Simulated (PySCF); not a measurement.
Start geometry of `[SiH3]c1cccc2n[se]nc12` from GFN2-xTB (Å):
```
atom  x, y, z in Å
Si1    2.4460    0.7716   -0.2416
C2     0.7387   -0.0082   -0.0563
C3     0.4991   -1.3560   -0.0103
C4    -0.8000   -1.8985    0.1094
C5    -1.9066   -1.1039    0.1856
C6    -1.7256    0.2940    0.1488
N7    -2.6889    1.2062    0.2177
Se8   -1.9665    2.7981    0.1342
N9    -0.3413    2.1619    0.0049
C10   -0.3937    0.8353    0.0284
H11    3.4024   -0.3368   -0.3246
H12    2.7288    1.6045    0.9254
H13    2.4786    1.5612   -1.4713
H14    1.3334   -2.0403   -0.0714
H15   -0.9090   -2.9730    0.1368
H16   -2.9030   -1.5071    0.2729
```

Question: What comes out of this run: PBE0-D3(BJ)/def2-SVP geometry optimisation, gas phase (PySCF)?

Answer: 
```
atom  x, y, z in Å
Si1    2.171    0.751   -0.422
C2     0.461   -0.009   -0.252
C3     0.230   -1.363   -0.213
C4    -1.085   -1.918   -0.084
C5    -2.196   -1.128    0.009
C6    -2.030    0.292   -0.024
N7    -3.016    1.171    0.057
Se8   -2.273    2.782   -0.033
N9    -0.611    2.170   -0.181
C10   -0.687    0.849   -0.157
H11    3.153   -0.373   -0.497
H12    2.495    1.608    0.756
H13    2.269    1.573   -1.665
H14    1.073   -2.056   -0.282
H15   -1.192   -3.005   -0.061
H16   -3.200   -1.541    0.107
```

The energy falls by 0.112 eV over 6 energy and gradient evaluations, the largest force component goes from 0.0229 to 2.8e-04 Eh/bohr, and the atoms move by 0.035 Å rms after alignment. Among the bonds, Si1–H12 and Si1–H13 change most and about equally (+0.031 Å). Bonds longer at the end by more than 0.005 Å: 12 of 17; shorter: 1. Among the angles that change most is Se8–N9–C10, from 109.0° to 106.8°. Rotational constants go from 1409, 647.8, 446.1 to 1397, 640.7, 441.6 MHz. The orientation of the end geometry is arbitrary; only internal coordinates are fixed.

The run used 192 basis functions and 46 SCF cycles in all. Time: 2.2 min wall; peak memory 0.96 GiB. Hardware: an Arm Neoverse V1 with one thread, no GPU, shared host with 32 logical CPUs at a one-minute load of 12.

No frequency check.
